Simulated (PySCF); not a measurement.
Worked example: oscillator strength and radiative lifetime

HfCl2I2, SMILES [I][Hf]([Cl])([Cl])[I], multiplicity 1.

Geometry optimised at PBE-D3(BJ)/def2-SVP. The spin state was assumed, not searched. The structure was generated by enumeration; whether it is a known compound was not checked. The def2 effective core potentials stand for the cores of Hf, I; spin–orbit coupling is left out.

TDA-PBE/def2-SVPD (PySCF) puts the first singlet state with f over 0.02 at 3.90 eV (vertical), with the transition dipole (-0.467, 0.000, 0.000) in atomic units.

Q: Find the oscillator strength, the wavelength and the radiative lifetime that this transition would have in vacuum if emission retraced absorption.

A: 
|μ|² = 0.2181 au, so |μ| = 1.19 D. ΔE = 3.90/27.211 = 0.1433 hartree. f = (2/3) ΔE |μ|² = 0.021 (the program prints 0.021).
λ = 1239.84/3.90 = 318 nm; ν = 31456 cm⁻¹.
Einstein's coefficient A = 0.6670 ν² f s⁻¹ (ν in cm⁻¹) = 1.4e7 s⁻¹, so τ = 1/A = 73 ns. This state is S2; the lower singlet has f = 0.002. The figure is the radiative limit of this one transition; relaxation, internal conversion, crossing to triplets and a medium change what is measured.
